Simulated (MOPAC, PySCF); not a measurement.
C6H14B2, SMILES `B[C@H]1CC[C@H](B)CC1`, neutral singlet in the gas phase. 

Cartesian coordinates (Å):
SMILES: B[C@H]1CC[C@H](B)CC1
```xyz
22

B      2.5722    -0.1495    -0.1485
C      1.2887     0.0277     0.7158
C      0.4843     1.3172     0.4753
C     -0.3572     1.1940    -0.8015
C     -1.2887    -0.0277    -0.7158
B     -2.5722     0.1495     0.1485
C     -0.4843    -1.3172    -0.4753
C      0.3572    -1.1939     0.8015
H      3.0580    -1.2451    -0.3115
H      3.1621     0.8145    -0.5793
H      1.8314     0.1273     1.6937
H      1.1597     2.1850     0.4080
H     -0.1944     1.5054     1.3288
H     -0.9422     2.1129    -0.9661
H      0.3258     1.0902    -1.6659
H     -1.8313    -0.1273    -1.6937
H     -3.0579     1.2451     0.3118
H     -3.1622    -0.8146     0.5790
H     -1.1597    -2.1849    -0.4080
H      0.1944    -1.5054    -1.3288
H     -0.3258    -1.0901     1.6659
H      0.9422    -2.1129     0.9661
```
Charge 0, multiplicity 1.

All levels are single points at this geometry (B3LYP-D3(BJ)/def2-SVP); Pople sets use spherical d functions. Orbital energies aren't observables, and empty levels follow the basis.

| level | HOMO (eV) | LUMO (eV) | gap (eV) | dipole (D) | vertical IE, Delta-SCF (eV) |
|---|---|---|---|---|---|
| B3LYP-D3(BJ)/def2-TZVP in PySCF | -7.99 | -1.48 | 6.52 | 0.00 | 9.86 |
| BP86/6-31G* in PySCF | -6.79 | -2.00 | 4.79 | 0.00 | – |
| HF/STO-3G in PySCF | -10.04 | 7.14 | 17.18 | 0.00 | – |
| PM3 in MOPAC | -11.12 | 0.61 | 11.73 | 0.00 | – |
| PM6 in MOPAC | -10.18 | 0.14 | 10.32 | 0.00 | – |
| PM7 in MOPAC | -10.16 | -0.23 | 9.94 | 0.00 | – |
